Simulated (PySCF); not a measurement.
**Electronic absorption of C3H12N2Si**

Species: C₃H₁₂N₂Si.
SMILES with atom numbers: `[CH3:1][CH2:2][CH2:3][NH:4][NH:5][SiH3:6]` (hydrogens: H7, H8, H9 on C1; H10, H11 on C2; H12, H13 on C3; H14 on N4; H15 on N5; H16, H17, H18 on Si6)

Computed with TDDFT PBE0/def2-SVPD, vertical, gas phase, core orbitals frozen in the response (PySCF 2.14.0, density-fitted response routines). Geometry: GFN2-xTB, one conformer, isolated molecule. Torsions of this conformer, `[CH3:1][CH2:2][CH2:3][NH:4][NH:5][SiH3:6]`: C1–C2–C3–N4 -62°, C2–C3–N4–N5 179°, C3–N4–N5–Si6 64°.

Question: List the vertical singlet excitations with oscillator strengths and describe the spectrum.

Answer: 

```csv
state,E (eV),ν̃ (cm⁻¹),f,|μ| (D),"main configurations (H = HOMO, L = LUMO)"
S1,5.34,43110,0.0098,0.70,H→L (98%)
S2,6.03,48670,0.028,1.10,H→L+1 (83%)
S3,6.36,51270,0.024,1.00,"H→L+2 (72%), H→L+1 (11%), H→L+3 (11%)"
S4,6.50,52440,0.0052,0.46,H-1→L (88%)
S5,6.57,53010,0.0007,0.17,"H→L+4 (46%), H→L+3 (42%)"
S6,6.69,53980,0.0022,0.29,"H→L+4 (39%), H→L+3 (37%), H→L+2 (14%)"
S7,6.89,55590,0.016,0.78,H→L+5 (82%)
S8,6.95,56090,0.0043,0.41,H→L+6 (95%)
```

Triplets, Tamm–Dancoff:

| state | E (eV) | λ (nm) | main configurations (H = HOMO, L = LUMO) |
| --- | --- | --- | --- |
| T1 | 5.12 | 242.4 | H→L (93%) |
| T2 | 5.77 | 214.8 | H→L+1 (75%) |
| T3 | 6.20 | 199.8 | H→L+2 (73%), H→L+3 (10%) |

The lowest singlet lies at 5.34 eV (232 nm, ultraviolet) and is weak; its leading configuration is HOMO→LUMO (98%). The most intense listed level is S2 at 6.03 eV (205 nm, f = 0.028), 0.69 eV above S1. Löwdin shares by element: HOMO nitrogen 70%, carbon 8% or more, silicon 7% (atoms not listed hold the other 15%); LUMO silicon 34%, hydrogen 26% or more (atoms not listed hold the other 40%). The listed states span 1.61 eV, and the widest gap between neighbours is 0.69 eV (S1 to S2). Orbital energies (eV): HOMO-3 -9.52, HOMO-2 -9.51, HOMO-1 -7.48, HOMO -6.31, LUMO 0.32, LUMO+1 0.83, LUMO+2 1.09. Of the 8 states listed, 3 reach f = 0.01 and none stays under 0.0005. Singlets were solved by full linear response, triplets in the Tamm–Dancoff approximation.

Cost: about 1.8 min of CPU time on one thread (grids of density and orbitals included); the machine was shared, so the figure is rough.
